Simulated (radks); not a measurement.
Effect of the nuclear size on neutral holmium, [Xe] 4f11 6s2. Method: Dirac Kohn-Sham, exchange-only LDA, spin-unpolarised, spherical densities, finite nucleus; open shells are shared between the two j in proportion to 2j + 1; Fermi nuclear charge, rms radius 5.2022 fm; computed with a radial shooting solver on a logarithmic mesh with Libxc functionals. The rms radius is varied about that value; shifts are against it.

rms radius (fm)  total energy shift (eV)  density at nucleus (e/bohr^3)  1s1/2 shift (meV)  2s1/2 shift (meV)  5s1/2 shift (meV)  5p1/2 shift (meV)  6s1/2 shift (meV)  4f7/2 shift (meV)  6p1/2 (empty) shift (meV)
4.2294                             -9.78                        8.5e+05              -4020               -531              -4.04              0.428             -0.149              0.717                      0.123
4.9889                             -2.27                      8.115e+05               -932               -123             -0.938              0.099             -0.034              0.166                      0.029
5.2022                                 0                      8.021e+05              0.000              0.000              0.000              0.000              0.000              0.000                      0.000
5.4259                              2.45                      7.927e+05               1010                133               1.01             -0.107              0.037             -0.180                     -0.031
6.4975                              15.2                      7.535e+05               6250                826               6.29             -0.665              0.231              -1.11                     -0.192

Slopes of the eigenvalues against <r^2> in GHz/fm^2, as finite differences over the two radii next to the reference (eigenvalue slopes, not the field-shift constants of lines): 1s1/2 103000, 2s1/2 13600, 5s1/2 104, 5p1/2 -11.0, 6s1/2 3.81, 4f7/2 -18.4, 6p1/2 (empty) -3.16.
